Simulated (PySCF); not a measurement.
## PySCF run on As

File input.py (PySCF 2.14):

```python
from pyscf import gto, dft, solvent

mol = gto.M(
    atom='As 0 0 0',
    basis='sapporo-dkh3-dzp-2012',
    charge=0,
    spin=3,
    verbose=3,
)
mf = dft.UKS(mol, xc='olyp')
mf = mf.sfx2c1e()
mf = solvent.PCM(mf)
mf.with_solvent.eps = 20.5
mf.kernel()
mf.analyze()
print('orbital energies (hartree):', [e[max(0, n-3):n+3].round(4) for e, n in zip(mf.mo_energy, mol.nelec)])
```

```bash
$ OMP_NUM_THREADS=1 python input.py
```

It prints (some set-up lines and the per-cycle HOMO/LUMO lines with their warnings removed):

```
WARN: PCM is an experimental feature. It is still in testing.
Features and APIs may be changed in the future.

converged SCF energy = -2261.31149632744  <S^2> = 3.7505792  2S+1 = 4.0002896
**** MO energy ****
                             alpha | beta                alpha | beta
[7 lines left out]
MO #8   energy= -4.90058720700556  | -4.89671787524539  occ= 1 | 1
MO #9   energy= -4.90058720699118  | -4.89671787523087  occ= 1 | 1
MO #10  energy= -1.48472004525737  | -1.47690654295048  occ= 1 | 1
MO #11  energy= -1.48472004522569  | -1.4769065429198   occ= 1 | 1
MO #12  energy= -1.48472001274112  | -1.47690651213839  occ= 1 | 1
MO #13  energy= -1.48472001273508  | -1.47690651213238  occ= 1 | 1
MO #14  energy= -1.48472001273136  | -1.47690651212859  occ= 1 | 1
MO #15  energy= -0.543938219675326 | -0.447069253684178 occ= 1 | 1
MO #16  energy= -0.203068467542462 | -0.119114104456797 occ= 1 | 0
MO #17  energy= -0.203068467528467 | -0.119114104442669 occ= 1 | 0
MO #18  energy= -0.203068467518054 | -0.119114104433216 occ= 1 | 0
MO #19  energy= 0.161495841507342  | 0.183753547226027  occ= 0 | 0
MO #20  energy= 0.161495841515543  | 0.183753547235322  occ= 0 | 0
MO #21  energy= 0.161495841521897  | 0.183753547240831  occ= 0 | 0
[22 lines left out]

To work with the spin densities directly, `use mulliken_meta_spin()` only printing them here.

 ** Mulliken spin pop alpha/beta on meta-lowdin orthogonal AOs **
 ** Mulliken Spin Density (per atom)  **
spin density of  0 As =      3.00000
 ** Mulliken pop alpha/beta on meta-lowdin orthogonal AOs **
 ** Mulliken atomic charges   ( Nelec_alpha | Nelec_beta ) **
charge of  0As =     -0.00000  (    18.00000     15.00000 )
Dipole moment(X, Y, Z, Debye): -0.00000, -0.00000, -0.00000
orbital energies (hartree): [array([-0.2031, -0.2031, -0.2031,  0.1615,  0.1615,  0.1615]), array([-1.4769, -1.4769, -0.4471, -0.1191, -0.1191, -0.1191])]
```

In short: E(SCF) = -2261.311496 Eh, ⟨S²⟩ = 3.751.

It ran on Arm Neoverse N1 (1 thread, shared host) in 4.3 s.

No search for the lowest solution was made.
